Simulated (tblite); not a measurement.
Species: C3H9BrSi3.
Bonds: Si1–C2, C2–Si3, C2–Si4, Si4–C5, C5–C6 (double), C6–Br7, C2–C6. Hydrogens: H8, H9, H10 on Si1; H11, H12, H13 on Si3; H14, H15 on Si4; H16 on C5.

Computed with GFN2-xTB (tblite), gas phase: L-BFGS steps from a force-field or distance-geometry start until the largest atomic force falls under 0.01 eV/Å.

Step 8: E = -550.3065 eV
```
atom  x, y, z in Å  |  force x, y, z in eV/Å
Si1     0.1921    1.8384   -0.7209    0.002   0.021   0.017
C2      0.0878    0.0422   -0.0736    0.299   0.101  -0.021
Si3     1.3856   -1.0951   -0.8992    0.009   0.009  -0.001
Si4    -1.6967   -0.6915    0.0158   -0.260  -0.125   0.228
C5     -1.1130   -0.5624    1.7977   -0.040  -0.017  -0.098
C6      0.0625   -0.0609    1.4190   -0.010   0.019  -0.167
Br7     1.4772    0.4475    2.5686    0.204   0.083  -0.029
H8     -0.7784    2.6897   -0.0267    0.001  -0.045   0.096
H9     -0.1721    1.8311   -2.1373    0.025  -0.076  -0.047
H10     1.5256    2.4176   -0.5625    0.024  -0.064   0.053
H11     1.0611   -1.1997   -2.3219   -0.040   0.078  -0.029
H12     2.7509   -0.5934   -0.7491   -0.021   0.058   0.065
H13     1.3127   -2.4456   -0.3371   -0.027   0.004   0.109
H14    -2.7847    0.2060   -0.3215   -0.122   0.093  -0.123
H15    -1.8665   -2.0519   -0.4586   -0.024  -0.127  -0.135
H16    -1.4517   -0.7630    2.7958   -0.021  -0.012   0.083
```

Step 9: E = -550.3177 eV
```
atom  x, y, z in Å  |  force x, y, z in eV/Å
Si1     0.1971    1.8360   -0.7172    0.003   0.049  -0.020
C2      0.0814    0.0395   -0.0785    0.221   0.101  -0.030
Si3     1.3865   -1.0890   -0.8956    0.068  -0.058  -0.018
Si4    -1.7079   -0.6966    0.0144   -0.154  -0.066   0.278
C5     -1.1170   -0.5641    1.7986   -0.020  -0.007  -0.107
C6      0.0541   -0.0630    1.4079    0.147   0.065   0.004
Br7     1.4870    0.4521    2.5533    0.069   0.034  -0.109
H8     -0.7776    2.6793   -0.0183    0.014  -0.033   0.082
H9     -0.1704    1.8187   -2.1343    0.040  -0.046  -0.023
H10     1.5338    2.4157   -0.5568   -0.043  -0.091   0.043
H11     1.0536   -1.1899   -2.3172   -0.013   0.066  -0.022
H12     2.7559   -0.5875   -0.7426   -0.100   0.030   0.051
H13     1.3071   -2.4394   -0.3274   -0.010   0.041   0.079
H14    -2.7882    0.2065   -0.3336   -0.121   0.084  -0.105
H15    -1.8692   -2.0532   -0.4711   -0.032  -0.141  -0.122
H16    -1.4338   -0.7563    2.8068   -0.069  -0.027   0.019
```

Step 10: E = -550.3250 eV
```
atom  x, y, z in Å  |  force x, y, z in eV/Å
Si1     0.2003    1.8355   -0.7153   -0.009   0.049  -0.041
C2      0.0804    0.0391   -0.0822    0.069   0.049  -0.009
Si3     1.3882   -1.0861   -0.8937    0.067  -0.083  -0.030
Si4    -1.7186   -0.7013    0.0179   -0.052  -0.015   0.201
C5     -1.1192   -0.5651    1.7985    0.050   0.020  -0.047
C6      0.0504   -0.0636    1.4005    0.196   0.072   0.101
Br7     1.4957    0.4562    2.5415   -0.020   0.001  -0.149
H8     -0.7768    2.6717   -0.0108    0.023  -0.022   0.068
H9     -0.1685    1.8094   -2.1329    0.048  -0.022  -0.005
H10     1.5388    2.4129   -0.5521   -0.066  -0.092   0.035
H11     1.0483   -1.1820   -2.3147    0.010   0.053  -0.012
H12     2.7577   -0.5827   -0.7371   -0.120   0.016   0.041
H13     1.3032   -2.4347   -0.3191    0.002   0.054   0.058
H14    -2.7928    0.2084   -0.3438   -0.080   0.038  -0.073
H15    -1.8716   -2.0567   -0.4819   -0.033  -0.088  -0.085
H16    -1.4231   -0.7522    2.8137   -0.084  -0.029  -0.054
```

Task: Estimate the geometry and energy of step 11. (The exact step hangs on the optimiser's Hessian estimate; all steps are aligned on step 10, rigid shifts and turns removed.)

Result: E = -550.3299 eV, largest force 0.204 eV/Å
```
atom  x, y, z in Å  |  force x, y, z in eV/Å
Si1     0.2017    1.8363   -0.7150   -0.029   0.015  -0.036
C2      0.0815    0.0398   -0.0842   -0.054  -0.011   0.017
Si3     1.3903   -1.0861   -0.8934    0.015  -0.061  -0.026
Si4    -1.7268   -0.7049    0.0237    0.017   0.014   0.073
C5     -1.1187   -0.5650    1.7983    0.108   0.042   0.015
C6      0.0513   -0.0627    1.3973    0.164   0.056   0.107
Br7     1.5017    0.4591    2.5324   -0.045  -0.008  -0.144
H8     -0.7761    2.6670   -0.0048    0.026  -0.013   0.055
H9     -0.1664    1.8035   -2.1326    0.048  -0.003  -0.003
H10     1.5408    2.4093   -0.5485   -0.056  -0.075   0.030
H11     1.0453   -1.1762   -2.3138    0.025   0.039  -0.007
H12     2.7567   -0.5792   -0.7329   -0.095   0.014   0.035
H13     1.3009   -2.4312   -0.3126    0.010   0.042   0.048
H14    -2.7974    0.2106   -0.3514   -0.024  -0.020  -0.036
H15    -1.8737   -2.0608   -0.4901   -0.031  -0.004  -0.037
H16    -1.4187   -0.7504    2.8162   -0.079  -0.026  -0.090
```

The energy changes by -0.0049 eV. The first-order estimate −F·Δx gives -0.0069 eV and the mean of the old and new forces, exact on a quadratic surface, -0.0049 eV. The step makes an angle of 58° with the force vector and moves no atom by more than 0.011 Å.

The cost below is that of the whole relaxation. Hardware: Intel Xeon Platinum 8488C, one thread, shared host with 96 logical CPUs at a one-minute load of 25. Cost: 0.43 s of wall time.
